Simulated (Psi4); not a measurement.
Torsional profile of C13H9NO, SMILES c12c(cccc1)nc(o2)-c1ccccc1. Scanned: dihedral O13–C5–C4–C3; all other coordinates were relaxed at GFN2-xTB. Points at φ and −φ are mirror images.

Geometry of the scan point at -100° (Å):
```
24

C     -4.3584     0.5161    -0.0451
C     -3.7952    -0.7456    -0.1388
C     -2.4202    -0.8922    -0.1739
C     -1.6032     0.2308    -0.1227
C     -0.1440     0.0725    -0.1265
N      0.5940    -0.1815    -1.1510
C      1.8768    -0.2727    -0.6589
C      3.0905    -0.5232    -1.2834
C      4.2155    -0.5525    -0.4840
C      4.1463    -0.3401     0.8930
C      2.9464    -0.0886     1.5327
C      1.8198    -0.0592     0.7333
O      0.5197     0.1574     1.0594
C     -2.1688     1.4957    -0.0174
C     -3.5448     1.6349     0.0148
H     -5.4323     0.6273    -0.0169
H     -4.4286    -1.6192    -0.1809
H     -1.9746    -1.8726    -0.2496
H      3.1386    -0.6869    -2.3473
H      5.1786    -0.7450    -0.9329
H      5.0547    -0.3731     1.4754
H      2.8865     0.0762     2.5964
H     -1.5303     2.3653     0.0312
H     -3.9825     2.6192     0.0903
```

Level of theory: PBE-D3(BJ)/def2-SVP // GFN2-xTB (Psi4).

Scanned values (°): -160, -140, -120, -100, -80, -60, -40, -20, 0, 20, 40, 60, 80, 100, 120, 140, 160, 180.

Question: Describe the profile: where are the wells and the tops?

Answer: Lower than their neighbours: 0° (0.0 kJ/mol), 180° (0.0 kJ/mol). Higher than their neighbours: -80° (33.9 kJ/mol), 80° (33.9 kJ/mol). The whole profile spans 33.9 kJ/mol.
